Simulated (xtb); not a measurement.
xtb input (GFN1-xTB):

```bash
xtb mol.xyz --gfn 1 --opt tight --chrg 0 --uhf 0
```
mol.xyz:
```
3

Se    -0.00483803    -0.00060100     0.68657595
Cl     1.11237023     1.27416554    -0.67765679
Cl    -1.10269418    -1.27296353    -0.69549512
```

End of the output:

```
         :::::::::::::::::::::::::::::::::::::::::::::::::::::
         ::                     SUMMARY                     ::
         :::::::::::::::::::::::::::::::::::::::::::::::::::::
         :: total energy             -11.851537310781 Eh    ::
         :: gradient norm              0.000001903802 Eh/a0 ::
         :: HOMO-LUMO gap              2.850081076637 eV    ::
         ::.................................................::
         :: SCC energy               -11.855088316431 Eh    ::
         :: -> electrostatic           0.006064090486 Eh    ::
         :: repulsion energy           0.004695597725 Eh    ::
         :: dispersion energy         -0.001144592075 Eh    ::
         :: halogen bond corr.         0.000000000000 Eh    ::
         :: add. restraining           0.000000000000 Eh    ::
         :: total charge              -0.000000000000 e     ::
         :::::::::::::::::::::::::::::::::::::::::::::::::::::

           -------------------------------------------------
          |                Property Printout                |
           -------------------------------------------------

    * Orbital Energies and Occupations

         #    Occupation            Energy/Eh            Energy/eV
      -------------------------------------------------------------
         1        2.0000           -0.9494248             -25.8352
         2        2.0000           -0.9067759             -24.6746
         3        2.0000           -0.8931796             -24.3047
         4        2.0000           -0.5420448             -14.7498
         5        2.0000           -0.5264088             -14.3243
         6        2.0000           -0.5058840             -13.7658
         7        2.0000           -0.4739299             -12.8963
         8        2.0000           -0.4718159             -12.8388
         9        2.0000           -0.4678854             -12.7318
        10        2.0000           -0.4014348             -10.9236 (HOMO)
        11                         -0.2966962              -8.0735 (LUMO)
        12                         -0.2863544              -7.7921
        13                         -0.0816594              -2.2221
        14                         -0.0745148              -2.0277
        15                         -0.0697390              -1.8977
        16                         -0.0454585              -1.2370
        17                         -0.0441641              -1.2018
        18                         -0.0414558              -1.1281
        19                         -0.0409033              -1.1130
        20                         -0.0403921              -1.0991
        21                         -0.0381908              -1.0392
       ...                                ...                  ...
        27                          0.3739692              10.1762
      -------------------------------------------------------------
                  HL-Gap            0.1047386 Eh            2.8501 eV
             Fermi-level           -0.3490655 Eh           -9.4986 eV

  Mulliken/CM5 charges         n(s)   n(p)   n(d)
     1Se    0.20867  0.21831   1.983  3.675  0.133
     2Cl   -0.10434 -0.10915   1.964  5.136  0.004
     3Cl   -0.10434 -0.10915   1.964  5.136  0.004

Wiberg/Mayer (AO) data.
largest (>0.10) Wiberg bond orders for each atom

 ---------------------------------------------------------------------------
     #   Z sym  total        # sym  WBO       # sym  WBO       # sym  WBO
 ---------------------------------------------------------------------------
     1  34 Se   2.240 --     2 Cl   1.120     3 Cl   1.120
     2  17 Cl   1.199 --     1 Se   1.120
     3  17 Cl   1.199 --     1 Se   1.120
 ---------------------------------------------------------------------------

Topologies differ in total number of bonds
Writing topology from bond orders to xtbtopo.mol

 dipole moment from electron density (au)
     X       Y       Z
Note: The following floating-point exceptions are signalling: IEEE_DENORMAL
normal termination of xtb
  -0.0056  -0.0007   0.7908  total (Debye):    2.010

           -------------------------------------------------
          |                Geometry Summary                 |
           -------------------------------------------------

      molecular mass/u    :      149.8652637
   center of mass at/Å    :       -0.0002149      -0.0000267       0.0304906
  moments of inertia/u·Å² :        0.6708944E+02   0.2011580E+03   0.2682474E+03
rotational constants/cm⁻¹ :        0.2512710E+00   0.8380296E-01   0.6284360E-01

 * 2 selected distances

     #   Z          #   Z                                           value/Å
     1  34 Se       2  17 Cl                                      2.1523982 (min)
     1  34 Se       3  17 Cl                                      2.1523982 (max)

 * 1 distinct bonds (by element types)

   Z      Z             #   av. dist./Å        max./Å        min./Å
  17 Cl  34 Se          2     2.1523982     2.1523982     2.1523982

optimized geometry written to: xtbopt.xyz

           -------------------------------------------------
          | TOTAL ENERGY              -11.851537310781 Eh   |
          | GRADIENT NORM               0.000001903802 Eh/α |
          | HOMO-LUMO GAP               2.850081076637 eV   |
           -------------------------------------------------

------------------------------------------------------------------------
------------------------------------------------------------------------
 total:
 SCF:
 ANC optimizer:
```
